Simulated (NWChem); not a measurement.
GaNH₃Br; SMILES [GaH]([NH2])[Br]

```xyz
6

Ga    -0.3801     0.8954     0.0000
H     -1.8487     1.3929     0.0000
Br     0.0874    -1.3545     0.0000
N      1.0731     1.9556     0.0000
H      2.0217     1.6005     0.0000
H      1.0392     2.9676     0.0000
```
Atoms are numbered in this order, from 1.

Computed with NWChem. Pople sets run with spherical d functions. Geometry: optimised at PBE0/def2-SVP. B3LYP is NWChem's, with the RPA form of VWN correlation.

**Question.** Taking B3LYP/6-311G** as the yardstick, which of these has the fewest basis functions while keeping “highest occupied level (eV)” within 0.05 eV of it: B3LYP/3-21G; B3LYP/6-31G*; B3LYP/STO-3G?

**Answer.** none of them.
```tsv
level	basis functions	highest occupied level (eV)
B3LYP/STO-3G	44	-1.77
B3LYP/3-21G	59	-6.91
B3LYP/6-31G*	84	-7.25
B3LYP/6-311G**	124	-7.36
```

The yardstick is one finite set, not the basis-set limit.
